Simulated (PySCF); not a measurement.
Working out the ionisation energy of Cu

Cu [Ar] 3d10 4s1 (2S) → Cu⁺ [Ar] 3d10 (1S). Computed with PySCF 2.14 in x2c-SVPall, with scalar relativity by spin-free X2C-1e. Frozen: [Ar]. Energies in hartree (1 hartree = 27.21139 eV):

```tsv
part	Cu (lower)	Cu⁺ (upper)
UHF	-1652.840699	-1652.599591
CCSD correlation	-0.261499	-0.242422
(T)	-0.014532	-0.010667
```

Q: What does Hartree-Fock give?

A: (-1652.599591) − (-1652.840699) = 0.241108 hartree = 6.561 eV.

Q: What do CCSD and CCSD(T) give?

A: The CCSD correlation energies differ by 0.019077 hartree = 0.519 eV and the triples by 0.003865 hartree = 0.105 eV, so CCSD gives 7.080 eV and CCSD(T) 7.185 eV.

Measured between the centres of the two terms (NIST): 7.726 eV, so CCSD(T) (valence) is off by -0.541 eV.

A double-zeta basis recovers only part of the correlation energy.

What remains against the reference includes basis incompleteness, the frozen core and higher excitations.
